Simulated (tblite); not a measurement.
Record of a relaxation.

C6H4N (doublet state).
SMILES with atom numbers: `[H]/[N:7]=[C:6]/[C:5]#[C:4][CH:3]=[C:2]=[CH2:1]` (hydrogens: H8, H9 on C1; H10 on C3; H11 on N7)
Bond orders are those of one Lewis drawing.

Computed with GFN2-xTB (tblite), gas phase: L-BFGS steps from a force-field or distance-geometry start until the largest atomic force falls under 0.01 eV/Å. 14 of its 89 geometries are shown.

Step 0: E = -477.0952 eV, largest atomic force 10.928 eV/Å
```
atom  x, y, z in Å  |  force x, y, z in eV/Å
C1     -2.861    0.125    0.427   -0.348   0.282   0.097
C2     -1.815   -0.572    0.161    0.326  -0.419  -0.020
C3     -0.743   -1.288   -0.083   -0.088   0.511   0.004
C4      0.503   -0.625   -0.172   -1.997  -1.372   0.103
C5      1.570   -0.088   -0.223    7.607   4.097  -0.480
C6      2.933    0.617   -0.318   -9.191  -5.895   0.447
N7      3.979    1.159   -0.384    2.544   2.106  -0.052
H8     -3.440    0.578   -0.370   -0.002  -0.034   0.240
H9     -3.184    0.290    1.452    0.000   0.023  -0.299
H10    -0.823   -2.356   -0.237    0.197  -0.035  -0.027
H11     3.884    2.162   -0.214    0.951   0.735  -0.013
```

Step 7: E = -478.3226 eV, largest atomic force 0.433 eV/Å
```
atom  x, y, z in Å  |  force x, y, z in eV/Å
C1     -2.852    0.124    0.424    0.112  -0.035  -0.023
C2     -1.796   -0.575    0.166   -0.240   0.349   0.091
C3     -0.699   -1.249   -0.090   -0.032  -0.127  -0.010
C4      0.553   -0.636   -0.174   -0.215  -0.267  -0.007
C5      1.642   -0.049   -0.233    0.116   0.098   0.000
C6      2.796    0.544   -0.308   -0.069   0.214   0.042
N7      3.859    1.146   -0.371    0.049  -0.148  -0.058
H8     -3.447    0.578   -0.356    0.032  -0.056   0.035
H9     -3.190    0.294    1.437    0.019  -0.032  -0.062
H10    -0.787   -2.324   -0.237    0.180  -0.029  -0.031
H11     3.926    2.148   -0.221    0.048   0.033   0.023
```

Step 14: E = -478.3568 eV, largest atomic force 0.307 eV/Å
```
atom  x, y, z in Å  |  force x, y, z in eV/Å
C1     -2.847    0.141    0.424    0.067  -0.111  -0.050
C2     -1.778   -0.543    0.171   -0.078  -0.150   0.004
C3     -0.700   -1.263   -0.086   -0.123  -0.026   0.052
C4      0.571   -0.706   -0.191    0.052   0.177  -0.064
C5      1.622   -0.041   -0.225   -0.124  -0.097   0.003
C6      2.709    0.661   -0.277   -0.029  -0.003   0.092
N7      3.835    1.122   -0.407   -0.056   0.155  -0.201
H8     -3.456    0.577   -0.365    0.183  -0.050   0.204
H9     -3.198    0.293    1.443    0.107  -0.019  -0.287
H10    -0.749   -2.342   -0.241   -0.237   0.121   0.122
H11     3.996    2.104   -0.208    0.238   0.004   0.126
```

Step 20: E = -478.4606 eV, largest atomic force 0.614 eV/Å
```
atom  x, y, z in Å  |  force x, y, z in eV/Å
C1     -2.828    0.118    0.406    0.000   0.054   0.026
C2     -1.776   -0.582    0.171    0.049   0.099  -0.001
C3     -0.692   -1.291   -0.068    0.160  -0.105  -0.064
C4      0.557   -0.704   -0.223   -0.052   0.030   0.085
C5      1.601   -0.025   -0.231   -0.028   0.050  -0.058
C6      2.640    0.764   -0.193    0.546  -0.019  -0.145
N7      3.745    1.188   -0.534   -0.607   0.092   0.007
H8     -3.417    0.580   -0.356   -0.177   0.125  -0.386
H9     -3.175    0.290    1.403   -0.105   0.016   0.398
H10    -0.819   -2.361   -0.194    0.268  -0.079   0.018
H11     4.168    2.024   -0.143   -0.054  -0.263   0.119
```

Step 27: E = -478.5768 eV, largest atomic force 0.250 eV/Å
```
atom  x, y, z in Å  |  force x, y, z in eV/Å
C1     -2.828    0.133    0.403   -0.026  -0.055   0.006
C2     -1.788   -0.593    0.172   -0.003   0.037  -0.005
C3     -0.685   -1.284   -0.064    0.056  -0.076   0.016
C4      0.540   -0.674   -0.190   -0.070   0.009   0.159
C5      1.593   -0.019   -0.270    0.032  -0.015  -0.053
C6      2.674    0.698   -0.192   -0.172  -0.101  -0.150
N7      3.590    1.366   -0.644    0.099   0.097  -0.002
H8     -3.405    0.582   -0.392   -0.091   0.002  -0.013
H9     -3.183    0.294    1.409   -0.063   0.098   0.036
H10    -0.732   -2.361   -0.153    0.036  -0.064  -0.073
H11     4.229    1.860   -0.041    0.203   0.067   0.079
```

Step 34: E = -478.5985 eV, largest atomic force 0.119 eV/Å
```
atom  x, y, z in Å  |  force x, y, z in eV/Å
C1     -2.841    0.122    0.403    0.000   0.010   0.007
C2     -1.799   -0.602    0.174   -0.013   0.010   0.003
C3     -0.684   -1.286   -0.051    0.019   0.005  -0.003
C4      0.537   -0.661   -0.131    0.019  -0.015   0.010
C5      1.595   -0.024   -0.295    0.015   0.052  -0.014
C6      2.679    0.689   -0.257   -0.062  -0.018   0.027
N7      3.581    1.418   -0.637    0.108   0.049   0.003
H8     -3.425    0.569   -0.391   -0.022  -0.045  -0.030
H9     -3.195    0.320    1.405   -0.016  -0.010   0.029
H10    -0.712   -2.364   -0.170    0.006   0.046  -0.002
H11     4.268    1.822   -0.011   -0.055  -0.085  -0.030
```

Step 41: E = -478.6033 eV, largest atomic force 0.055 eV/Å
```
atom  x, y, z in Å  |  force x, y, z in eV/Å
C1     -2.848    0.114    0.406   -0.043  -0.016  -0.013
C2     -1.793   -0.592    0.179   -0.029  -0.017   0.038
C3     -0.678   -1.273   -0.046   -0.020   0.025  -0.004
C4      0.544   -0.649   -0.110   -0.011   0.001  -0.044
C5      1.580    0.014   -0.312    0.006   0.017   0.010
C6      2.674    0.708   -0.271    0.045   0.001  -0.008
N7      3.593    1.422   -0.643   -0.011  -0.021   0.021
H8     -3.442    0.524   -0.399   -0.028   0.016   0.006
H9     -3.208    0.318    1.406    0.004  -0.018  -0.015
H10    -0.711   -2.349   -0.173    0.033   0.000   0.020
H11     4.295    1.765    0.001    0.053   0.012  -0.011
```

Step 47: E = -478.6092 eV, largest atomic force 0.106 eV/Å
```
atom  x, y, z in Å  |  force x, y, z in eV/Å
C1     -2.882    0.088    0.408   -0.018  -0.015   0.014
C2     -1.805   -0.590    0.200    0.005   0.012  -0.054
C3     -0.677   -1.244   -0.050    0.003   0.021   0.035
C4      0.539   -0.610   -0.141   -0.048   0.083   0.007
C5      1.564    0.078   -0.317    0.063  -0.085  -0.001
C6      2.691    0.722   -0.273   -0.011   0.047   0.013
N7      3.635    1.407   -0.636    0.011  -0.023   0.000
H8     -3.492    0.471   -0.399    0.015  -0.025  -0.006
H9     -3.248    0.299    1.404   -0.005  -0.009   0.023
H10    -0.689   -2.324   -0.152    0.024   0.028  -0.014
H11     4.370    1.706   -0.007   -0.039  -0.033  -0.016
```

Step 54: E = -478.6166 eV, largest atomic force 0.122 eV/Å
```
atom  x, y, z in Å  |  force x, y, z in eV/Å
C1     -2.938    0.043    0.415   -0.008   0.029  -0.002
C2     -1.827   -0.575    0.207   -0.011  -0.026  -0.019
C3     -0.675   -1.183   -0.040    0.018   0.000  -0.013
C4      0.514   -0.508   -0.165    0.021  -0.039   0.037
C5      1.573    0.128   -0.329    0.022  -0.014   0.005
C6      2.716    0.739   -0.279   -0.038  -0.024   0.029
N7      3.694    1.373   -0.636    0.082   0.012  -0.090
H8     -3.563    0.378   -0.401   -0.053   0.005   0.003
H9     -3.303    0.261    1.409   -0.032  -0.010   0.021
H10    -0.640   -2.264   -0.131    0.009   0.043  -0.009
H11     4.454    1.610   -0.012   -0.009   0.025   0.038
```

Step 61: E = -478.6222 eV, largest atomic force 0.043 eV/Å
```
atom  x, y, z in Å  |  force x, y, z in eV/Å
C1     -2.976    0.022    0.417   -0.006  -0.013  -0.003
C2     -1.846   -0.560    0.197   -0.006   0.043  -0.001
C3     -0.675   -1.134   -0.040    0.019   0.000   0.006
C4      0.514   -0.458   -0.155   -0.008  -0.018   0.005
C5      1.596    0.136   -0.325    0.007  -0.002  -0.006
C6      2.746    0.733   -0.287    0.016   0.011  -0.008
N7      3.754    1.317   -0.654   -0.028  -0.004  -0.003
H8     -3.628    0.333   -0.388   -0.006   0.014  -0.005
H9     -3.340    0.223    1.415   -0.003  -0.031  -0.003
H10    -0.615   -2.214   -0.134   -0.019  -0.009   0.013
H11     4.476    1.604   -0.007    0.034   0.008   0.005
```

Step 68: E = -478.6237 eV, largest atomic force 0.052 eV/Å
```
atom  x, y, z in Å  |  force x, y, z in eV/Å
C1     -2.999    0.004    0.413   -0.014   0.002   0.009
C2     -1.849   -0.534    0.188    0.008  -0.006  -0.001
C3     -0.673   -1.103   -0.033    0.004  -0.001  -0.005
C4      0.521   -0.435   -0.150   -0.007   0.000   0.007
C5      1.607    0.148   -0.329    0.001  -0.004   0.009
C6      2.763    0.734   -0.293   -0.040  -0.028   0.017
N7      3.779    1.304   -0.659    0.030   0.025  -0.025
H8     -3.662    0.310   -0.385    0.001   0.006  -0.011
H9     -3.368    0.178    1.416   -0.003  -0.001   0.003
H10    -0.619   -2.185   -0.118    0.000   0.000  -0.003
H11     4.506    1.582   -0.013    0.019   0.007   0.001
```

Step 74: E = -478.6239 eV, largest atomic force 0.014 eV/Å
```
atom  x, y, z in Å  |  force x, y, z in eV/Å
C1     -2.996    0.008    0.413    0.006   0.000  -0.005
C2     -1.848   -0.535    0.187    0.002  -0.005   0.004
C3     -0.673   -1.109   -0.033   -0.008   0.005   0.001
C4      0.522   -0.445   -0.146    0.010   0.008   0.006
C5      1.609    0.138   -0.324    0.001   0.009   0.007
C6      2.762    0.732   -0.290    0.001  -0.013   0.003
N7      3.772    1.309   -0.659   -0.005   0.002   0.001
H8     -3.654    0.324   -0.387    0.005  -0.002   0.006
H9     -3.365    0.178    1.416   -0.005   0.000  -0.007
H10    -0.624   -2.191   -0.121    0.001   0.002  -0.006
H11     4.501    1.594   -0.017   -0.008  -0.005  -0.009
```

Step 81: E = -478.6242 eV, largest atomic force 0.012 eV/Å
```
atom  x, y, z in Å  |  force x, y, z in eV/Å
C1     -3.001    0.004    0.412   -0.002   0.001   0.002
C2     -1.849   -0.533    0.192   -0.003  -0.002  -0.002
C3     -0.673   -1.103   -0.031    0.002  -0.002   0.002
C4      0.524   -0.439   -0.130   -0.005  -0.002   0.003
C5      1.612    0.142   -0.310   -0.003   0.000  -0.003
C6      2.767    0.729   -0.282    0.005   0.010  -0.004
N7      3.770    1.311   -0.665    0.000  -0.007   0.003
H8     -3.653    0.321   -0.391    0.006   0.006  -0.003
H9     -3.380    0.168    1.412   -0.003  -0.005   0.001
H10    -0.624   -2.184   -0.132    0.002   0.000   0.001
H11     4.513    1.587   -0.035    0.000   0.000  -0.001
```

Step 88: E = -478.6243 eV, largest atomic force 0.005 eV/Å
```
atom  x, y, z in Å  |  force x, y, z in eV/Å
C1     -3.002    0.004    0.411    0.001  -0.002  -0.001
C2     -1.850   -0.535    0.195    0.000   0.001   0.002
C3     -0.673   -1.103   -0.028    0.000   0.000  -0.003
C4      0.524   -0.437   -0.120    0.001   0.002  -0.001
C5      1.610    0.146   -0.306    0.000   0.000   0.004
C6      2.767    0.732   -0.279   -0.004  -0.003  -0.002
N7      3.771    1.307   -0.669    0.002   0.002  -0.003
H8     -3.646    0.330   -0.395    0.001   0.000   0.000
H9     -3.389    0.157    1.409    0.000   0.000   0.000
H10    -0.621   -2.183   -0.136    0.000   0.000   0.001
H11     4.516    1.585   -0.044    0.000   0.000   0.002
```

**Question.** Summarise the path.

**Answer.** The energy falls by 35.26 kcal/mol from step 0 to step 88; nine tenths of that is first reached at step 21. It falls at every step. The largest force goes from 10.928 to 0.005 eV/Å. Among the bonds C5–C6 changes most, from 1.538 to 1.297 Å; the atoms move by 0.354 Å rms after alignment.

**Question.** Follow the three bonds and two angles with the largest change from start to end.

**Answer.** 
```json
{"step": "0", "E above end (kcal/mol)": "35.26", "largest force (eV/Å)": "10.928", "C5–C6 (Å)": "1.538", "C4≡C5 (Å)": "1.195", "C6=N7 (Å)": "1.179", "C5–C6–N7 (°)": "179.6", "C6–N7–H11 (°)": "111.1"}
{"step": "4", "E above end (kcal/mol)": "8.26", "largest force (eV/Å)": "1.468", "C5–C6 (Å)": "1.310", "C4≡C5 (Å)": "1.242", "C6=N7 (Å)": "1.225", "C5–C6–N7 (°)": "177.3", "C6–N7–H11 (°)": "119.6"}
{"step": "8", "E above end (kcal/mol)": "6.87", "largest force (eV/Å)": "0.398", "C5–C6 (Å)": "1.298", "C4≡C5 (Å)": "1.243", "C6=N7 (Å)": "1.219", "C5–C6–N7 (°)": "178.3", "C6–N7–H11 (°)": "122.6"}
{"step": "11", "E above end (kcal/mol)": "6.59", "largest force (eV/Å)": "0.234", "C5–C6 (Å)": "1.298", "C4≡C5 (Å)": "1.241", "C6=N7 (Å)": "1.226", "C5–C6–N7 (°)": "178.3", "C6–N7–H11 (°)": "120.9"}
{"step": "15", "E above end (kcal/mol)": "5.92", "largest force (eV/Å)": "0.555", "C5–C6 (Å)": "1.298", "C4≡C5 (Å)": "1.247", "C6=N7 (Å)": "1.227", "C5–C6–N7 (°)": "160.5", "C6–N7–H11 (°)": "118.7"}
{"step": "19", "E above end (kcal/mol)": "4.26", "largest force (eV/Å)": "0.458", "C5–C6 (Å)": "1.305", "C4≡C5 (Å)": "1.245", "C6=N7 (Å)": "1.229", "C5–C6–N7 (°)": "155.0", "C6–N7–H11 (°)": "122.7"}
{"step": "23", "E above end (kcal/mol)": "2.36", "largest force (eV/Å)": "0.839", "C5–C6 (Å)": "1.301", "C4≡C5 (Å)": "1.245", "C6=N7 (Å)": "1.225", "C5–C6–N7 (°)": "154.8", "C6–N7–H11 (°)": "124.4"}
{"step": "27", "E above end (kcal/mol)": "1.10", "largest force (eV/Å)": "0.250", "C5–C6 (Å)": "1.299", "C4≡C5 (Å)": "1.243", "C6=N7 (Å)": "1.221", "C5–C6–N7 (°)": "154.7", "C6–N7–H11 (°)": "121.5"}
{"step": "31", "E above end (kcal/mol)": "0.65", "largest force (eV/Å)": "0.087", "C5–C6 (Å)": "1.297", "C4≡C5 (Å)": "1.246", "C6=N7 (Å)": "1.222", "C5–C6–N7 (°)": "159.1", "C6–N7–H11 (°)": "122.7"}
{"step": "34", "E above end (kcal/mol)": "0.59", "largest force (eV/Å)": "0.119", "C5–C6 (Å)": "1.298", "C4≡C5 (Å)": "1.246", "C6=N7 (Å)": "1.221", "C5–C6–N7 (°)": "159.4", "C6–N7–H11 (°)": "123.1"}
{"step": "38", "E above end (kcal/mol)": "0.53", "largest force (eV/Å)": "0.055", "C5–C6 (Å)": "1.297", "C4≡C5 (Å)": "1.246", "C6=N7 (Å)": "1.222", "C5–C6–N7 (°)": "159.9", "C6–N7–H11 (°)": "122.2"}
{"step": "42", "E above end (kcal/mol)": "0.48", "largest force (eV/Å)": "0.064", "C5–C6 (Å)": "1.297", "C4≡C5 (Å)": "1.246", "C6=N7 (Å)": "1.221", "C5–C6–N7 (°)": "159.7", "C6–N7–H11 (°)": "121.9"}
{"step": "46", "E above end (kcal/mol)": "0.37", "largest force (eV/Å)": "0.112", "C5–C6 (Å)": "1.298", "C4≡C5 (Å)": "1.247", "C6=N7 (Å)": "1.221", "C5–C6–N7 (°)": "159.6", "C6–N7–H11 (°)": "122.9"}
{"step": "50", "E above end (kcal/mol)": "0.26", "largest force (eV/Å)": "0.250", "C5–C6 (Å)": "1.297", "C4≡C5 (Å)": "1.246", "C6=N7 (Å)": "1.223", "C5–C6–N7 (°)": "160.4", "C6–N7–H11 (°)": "122.3"}
{"step": "54", "E above end (kcal/mol)": "0.18", "largest force (eV/Å)": "0.122", "C5–C6 (Å)": "1.297", "C4≡C5 (Å)": "1.246", "C6=N7 (Å)": "1.220", "C5–C6–N7 (°)": "160.2", "C6–N7–H11 (°)": "122.9"}
{"step": "57", "E above end (kcal/mol)": "0.08", "largest force (eV/Å)": "0.117", "C5–C6 (Å)": "1.297", "C4≡C5 (Å)": "1.246", "C6=N7 (Å)": "1.221", "C5–C6–N7 (°)": "160.3", "C6–N7–H11 (°)": "122.9"}
{"step": "61", "E above end (kcal/mol)": "0.05", "largest force (eV/Å)": "0.043", "C5–C6 (Å)": "1.296", "C4≡C5 (Å)": "1.246", "C6=N7 (Å)": "1.221", "C5–C6–N7 (°)": "160.7", "C6–N7–H11 (°)": "122.2"}
{"step": "65", "E above end (kcal/mol)": "0.03", "largest force (eV/Å)": "0.050", "C5–C6 (Å)": "1.297", "C4≡C5 (Å)": "1.246", "C6=N7 (Å)": "1.221", "C5–C6–N7 (°)": "160.6", "C6–N7–H11 (°)": "122.3"}
{"step": "69", "E above end (kcal/mol)": "0.01", "largest force (eV/Å)": "0.017", "C5–C6 (Å)": "1.296", "C4≡C5 (Å)": "1.246", "C6=N7 (Å)": "1.221", "C5–C6–N7 (°)": "160.8", "C6–N7–H11 (°)": "122.3"}
{"step": "73", "E above end (kcal/mol)": "0.01", "largest force (eV/Å)": "0.013", "C5–C6 (Å)": "1.297", "C4≡C5 (Å)": "1.246", "C6=N7 (Å)": "1.221", "C5–C6–N7 (°)": "160.8", "C6–N7–H11 (°)": "122.4"}
{"step": "77", "E above end (kcal/mol)": "0.00", "largest force (eV/Å)": "0.020", "C5–C6 (Å)": "1.297", "C4≡C5 (Å)": "1.246", "C6=N7 (Å)": "1.221", "C5–C6–N7 (°)": "160.4", "C6–N7–H11 (°)": "122.6"}
{"step": "80", "E above end (kcal/mol)": "0.00", "largest force (eV/Å)": "0.012", "C5–C6 (Å)": "1.297", "C4≡C5 (Å)": "1.246", "C6=N7 (Å)": "1.221", "C5–C6–N7 (°)": "160.2", "C6–N7–H11 (°)": "122.5"}
{"step": "84", "E above end (kcal/mol)": "0.00", "largest force (eV/Å)": "0.013", "C5–C6 (Å)": "1.297", "C4≡C5 (Å)": "1.246", "C6=N7 (Å)": "1.221", "C5–C6–N7 (°)": "160.1", "C6–N7–H11 (°)": "122.5"}
{"step": "88", "E above end (kcal/mol)": "0.00", "largest force (eV/Å)": "0.005", "C5–C6 (Å)": "1.297", "C4≡C5 (Å)": "1.246", "C6=N7 (Å)": "1.221", "C5–C6–N7 (°)": "160.0", "C6–N7–H11 (°)": "122.5"}
```

The cost below is that of the whole relaxation. Time: 0.4 s. Hardware: one thread, Arm Neoverse V1 (aarch64), no GPU, on a shared host.
